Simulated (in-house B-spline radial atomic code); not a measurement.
Computed with a B-spline radial atomic code. Model: two electrons, singlet ground state, non-relativistic, full CI in B-splines with partial waves to l = 8 (at full coupling up to 3e-4 hartree above the limit, correlation up to 0.6 % small), density held at that of full coupling by Lieb maximisation.

Along the adiabatic connection the electron repulsion is scaled by a coupling λ while a local potential keeps the density fixed. At λ = 0 the system is the Kohn-Sham one and W equals the exchange energy; the exchange-correlation energy is the area under W between 0 and 1. The kinetic energy rises with λ as the electrons avoid each other, with dT/dλ = −λ dW/dλ.

Command:
```bash
python run_ac.py task.json out
```
Settings (lengths in bohr, energies in hartree):
```
potential              ball
strength               1
lmax                   8
wall_radius            32
```

Time taken, with all properties: 12 s on 1 thread of Intel(R) Xeon(R) Processor @ 2.30GHz, on a shared host.

**W = mean repulsion less Hartree energy, and W of three functionals.**

Given: confinement empty hard sphere; hard wall radius 32 bohr; external potential zero inside.

Computed: LDA exchange minus exact 3.5858 millihartree; PBE exchange minus exact -1.1657 millihartree.

```csv
coupling,W xc (hartree),W xc minus exchange (millihartree),kinetic minus Kohn-Sham (millihartree),LDA (PW92) W minus its exchange (millihartree),PBE W minus its exchange (millihartree),SCAN W minus its exchange (millihartree)
0,-0.045148,0,0,0,0,0
0.02,-0.047936,-2.788,0.03,-5.33,-3.23,-1.74
0.05,-0.050945,-5.797,0.13,-9.19,-6.16,-3.81
0.12,-0.054871,-9.723,0.45,-14.23,-10.29,-7.19
0.25,-0.057861,-12.713,0.97,-18.98,-14.4,-10.78
0.4,?,?,?,?,?,?
0.6,-0.060327,-15.179,1.92,-24.33,-19.2,-14.66
0.8,-0.060918,-15.77,2.33,-25.9,-20.64,-15.62
1,-0.061321,-16.173,2.69,-27.05,-21.69,-16.24
1.4,-0.061852,-16.705,3.32,-28.64,-23.16,-16.99
2,?,?,?,?,?,?
3,-0.062797,-17.649,5.26,-31.68,-25.98,-18.03
4.5,-0.063192,-18.044,6.71,-32.98,-27.19,-18.34
7,-0.063559,-18.411,8.78,-34.17,-28.31,-18.57
10,-0.063814,-18.666,10.91,-34.98,-29.07,-18.7
```

Question: What belongs in the row 0.4?

Answer: W xc (hartree): -0.059326; W xc minus exchange (millihartree): -14.178; kinetic minus Kohn-Sham (millihartree): 1.43; LDA (PW92) W minus its exchange (millihartree): -21.94; PBE W minus its exchange (millihartree): -17.04; SCAN W minus its exchange (millihartree): -13.01.

Question: What belongs in the row 2?

Answer: W xc (hartree): -0.062333; W xc minus exchange (millihartree): -17.185; kinetic minus Kohn-Sham (millihartree): 4.12; LDA (PW92) W minus its exchange (millihartree): -30.16; PBE W minus its exchange (millihartree): -24.57; SCAN W minus its exchange (millihartree): -17.57.

Question: What is the SCAN exchange minus exact?

Answer: -3.191 millihartree.

**Energy parts, natural occupations and partial-wave weights.**

Computed: total energy 0.0451 hartree; correlation energy -0.013484 hartree; kinetic part of the DFT correlation energy 0.0026896 hartree; kinetic part over minus potential part 0.1663; Hartree energy 0.090296 hartree; Lieb Oxford ratio E_xc over LDA exchange 1.4107.

| natural | occupation of the shell (electrons) |
| --- | --- |
| s | 1.2341 |
| p | 0.72729 |
| d | 0.034947 |
| s | ? |
| p | 0.00024428 |
| f | 3.2604e-05 |

Question: What belongs in the row s?

Answer: occupation of the shell (electrons): 0.0033442.

```csv
wave,weight
s,0.61874
p,0.36377
d,0.017474
f,?
g,5.4429e-09
```

Question: What belongs in the row f?

Answer: weight: 1.6305e-05.

Question: What is the exchange energy?

Answer: -0.045148 hartree.

Question: What is the Kohn-Sham kinetic?

Answer: 0.013479 hartree.

Half-way to full coupling W has made 91 % of its drop, against 50 % for a straight line, and second-order (GL2) theory, half the initial slope, overshoots the correlation energy by about 475 %: correlation is strong. Over couplings 0 to 1 the errors in E_xc come to about -4.3 millihartree for LDA, -4.3 millihartree for PBE, -2.2 millihartree for SCAN, so SCAN is nearest. In LDA and SCAN the errors of exchange and correlation have opposite signs, so the sum is smaller than the larger of the two.
